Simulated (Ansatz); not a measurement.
CuF2, SMILES [F][Cu+][F] (connectivity only; charge and spin as stated), charge +1, multiplicity 3.

Geometry optimised at PBE0-D3(BJ)/def2-TZVP. The spin state was assumed, not searched.

Two levels are set side by side: PBE/def2-TZVPD (Ansatz, an electronic-structure program) and PBE0/def2-TZVPD (Ansatz). Energy differences of separate SCF runs at the same geometry; the states with an electron removed or added have multiplicity 4 and 2. Differences are taken from unrounded values.

| quantity | PBE |
|---|---|
| vertical ionisation energy (eV) | 21.09 |
| vertical electron affinity (eV) | 12.02 |

Q: These are the PBE values. What does PBE0 give? (An estimate is asked for; the answer gives what the named calculation found.)

A: 
```json
[
 {"quantity": "vertical ionisation energy (eV)", "PBE0": "20.66", "PBE minus PBE0": "0.43"},
 {"quantity": "vertical electron affinity (eV)", "PBE0": "12.76", "PBE minus PBE0": "-0.73"}
]
```
